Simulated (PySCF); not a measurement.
## BeAl: mean field, correlation and small terms against distance

State: ²Π, doublet, unpaired electrons π ↑. ROHF-based CCSD(T) in PySCF 2.14 with Be cc-pVTZ, Al cc-pV(T+d)Z and Be cc-pVQZ, Al cc-pV(Q+d)Z (frozen core orbitals: 6; no relativity). Correlation energies are extrapolated as n⁻³ (n = 3, 4), Hartree–Fock as (n+1)·exp(−9√n). CV is the change on freezing 1 orbitals instead, in Be cc-pCVTZ, Al cc-pwCVTZ. SR is the spin-free X2C energy in Be cc-pVTZ-DK, Al cc-pVTZ-DK less the non-relativistic one in Be cc-pVTZ, Al cc-pVTZ. All energies in eV from Be + Al.

```
 R (Å)  HF/CBS  CCSD corr.      (T)       CV      SR   total
2.1346   0.330      -0.489  -0.1804  -0.0228  0.0025  -0.360
2.2317   0.159      -0.462  -0.1774  -0.0159  0.0026  -0.494
2.3287   0.060      -0.436  -0.1730  -0.0106  0.0025  -0.557
2.4257   0.008      -0.407  -0.1666  -0.0066  0.0023  -0.570
2.5228  -0.016      -0.375  -0.1575  -0.0038  0.0020  -0.550
2.6440  -0.025      -0.329  -0.1426  -0.0015  0.0016  -0.496
2.7653  -0.024      -0.281  -0.1254  -0.0004  0.0012  -0.429
```

A fit to the total gives Re = 2.4084 Å, De = 0.571 eV, ωe = 390.9 cm⁻¹, Be = 0.4302 cm⁻¹ (masses 9.0122 and 26.9815 u).

Q: At R = 2.4257 Å the CCSD correlation energy is -0.113858 hartree in the smaller basis and -0.116101 in the larger. Extrapolate it.

A: (4³·E4 − 3³·E3)/(4³ − 3³) = -0.11774 hartree; the larger basis holds 98.6 % of it.

The T1 diagnostic is 0.031. The state was picked by a PBE0 search and need not be the measured ground state. Spin–orbit coupling, excitations beyond (T) and corrections to the Born–Oppenheimer picture are left out.
